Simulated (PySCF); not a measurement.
PySCF input for C₂HCl₃, SMILES ClC=C(Cl)Cl (connectivity only; charge and spin as stated), charge +1, multiplicity 2, PBE0/pcH-1. Coordinates come from a B3LYP-D3(BJ)/def2-SVP optimisation. The spin state was assumed, not searched.

```python
import numpy as np
from pyscf import gto, scf, dft
from pyscf.prop.hfc import uks as hfc
from pyscf.prop.gtensor import uks as gtensor

mol = gto.M(
    atom='''
    Cl    0.34262248    2.22285810    0.00000000
    C     0.91330765    0.66732949    0.00000000
    C     0.06987276   -0.46788005    0.00000000
    Cl   -1.59953424   -0.34042803    0.00000000
    Cl    0.79224971   -1.98380743    0.00000000
    H     2.00017231    0.52671843    0.00000000
    ''',
    basis='pcH-1',
    charge=1,
    spin=1,
    max_memory=1600,
    verbose=3,
)
mf = dft.UKS(mol, xc='pbe0').density_fit(auxbasis='def2-universal-jkfit')
mf.grids.level = 3
mf.conv_tol = 1e-10
mf.max_cycle = 100
mf.kernel()
fine, coarse = mf.grids, dft.Grids(mol).set(level=1).build(with_non0tab=True)
for _ in range(3):  # follow internal instabilities
    mf.grids = coarse
    mo, _, stable, _ = mf.stability(return_status=True, nroots=4)
    mf.grids = fine
    if stable:
        break
    mf.kernel(mf.make_rdm1(mo, mf.mo_occ))
A = hfc.HFC(mf).make_fcdip(mf.make_rdm1())  # Fermi contact and dipolar terms, MHz
print('atom   A(iso)/MHz   principal dipolar parts/MHz')
for i, a in enumerate(A):
    w = np.linalg.eigvalsh((a + a.T) / 2)
    print(f'{mol.atom_symbol(i):2s}{i + 1:3d} {w.mean():12.2f}', (w - w.mean()).round(2))
gt = gtensor.GTensor(mf)
gt.dia_soc2e, gt.para_soc2e, gt.so_eff_charge = None, None, True
gt.max_cycle_cphf = 60
g = gt.kernel()
```

It prints:

```

WARN: HOMO -0.237427419043215 >= LUMO -0.237427419043229

converged SCF energy = -1456.45512309815  <S^2> = 0.75207069  2S+1 = 2.0020696
<class 'pyscf.df.df_jk.DFUKS'> wavefunction is stable in the internal stability analysis
atom   A(iso)/MHz   principal dipolar parts/MHz
Cl  1         7.92 [-42.58 -38.11  80.69]
C   2        29.63 [-35.45 -33.66  69.11]
C   3         6.26 [-22.64 -20.05  42.69]
Cl  4         4.14 [-24.73 -22.11  46.84]
Cl  5         5.73 [-30.86 -28.03  58.89]
H   6       -32.35 [-14.81  -4.19  19.  ]
SOC(1e)/OZ [ 0.0201459   0.0286672  -0.00066843]
free electron g 2.00231930436182
g-tensor total [2.02234229 2.03091253 2.00145518]
g-shift (ppt) [20.02298616 28.59322526 -0.86412692]
```

The calculation finished and met its thresholds.

Cost: about 110 core-seconds (a rough figure).
